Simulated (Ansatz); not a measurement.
CH4B2S, SMILES `B1BSC1`, relaxed with RKS PBE0-D4/def2-TZVP in Ansatz 0.2.0 from a PBE-D4/def2-SVP geometry. The force threshold is 0.005 eV/Å; the program also tests the step.

Total charge 0; spin multiplicity 1.

Start:

```xyz
8

B     0.083    0.734    0.395
B     0.653   -0.622    1.132
S     0.681   -1.048   -0.654
C    -0.770    0.149   -0.802
H     0.670    1.798    0.297
H     1.178   -1.263    2.008
H    -0.809    0.682   -1.771
H    -1.686   -0.431   -0.605
```

Task: By how much does the energy fall, and how many steps does the optimiser take? (Estimate.)

Result: Computed: 0.91 kcal/mol, in 4 steps.

Task: Which bonds change most? (Estimate.)

Result: Computed: S3–C4 from 1.886 to 1.851 Å; B1–H5 from 1.219 to 1.197 Å; B2–H6 from 1.206 to 1.185 Å.

Task: Give the relaxed structure. (Estimate.)

Result: Computed: 
```xyz
8

B     0.089    0.725    0.389
B     0.650   -0.621    1.120
S     0.669   -1.024   -0.651
C    -0.762    0.143   -0.795
H     0.660    1.773    0.294
H     1.160   -1.243    1.989
H    -0.800    0.670   -1.747
H    -1.666   -0.423   -0.598
```
